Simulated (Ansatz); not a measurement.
Species: sum formula BNH$_{5}$ (charge 0, doublet). It need not be the lowest isomer of its formula. 
Coordinates optimised at B3LYP-D3(BJ)/def2-TZVP (Ansatz, a first-principles code):
```xyz
7

B     -0.9601     0.1312    -0.0137
N      0.6350    -0.1348    -0.0398
H     -1.2139     1.2024    -0.4773
H     -1.4396    -0.2957     0.9936
H      0.8305    -1.1085     0.1748
H      1.1723     0.4349     0.6229
H      1.0057     0.0542    -0.9668
```
Charge 0, spin multiplicity 2.

Basis-set convergence of Hartree-Fock and CCSD correlation energies (hartree) with Ansatz. Cores are frozen in the correlated levels unless marked. Open shells are spin-unrestricted. Spin-orbit coupling is left out. No relativistic terms.

```json
[
 {"basis": "def2-SVP", "functions": "53", "E(HF)": "-81.92413", "E(corr, CCSD)": "-0.30396"},
 {"basis": "def2-TZVPP", "functions": "132", "E(HF)": "…", "E(corr, CCSD)": "…"}
]
```

Problem. Some entries are withheld; supply them.

Solution. 
- def2-TZVPP, E(HF): -82.01964
- def2-TZVPP, E(corr, CCSD): -0.36432
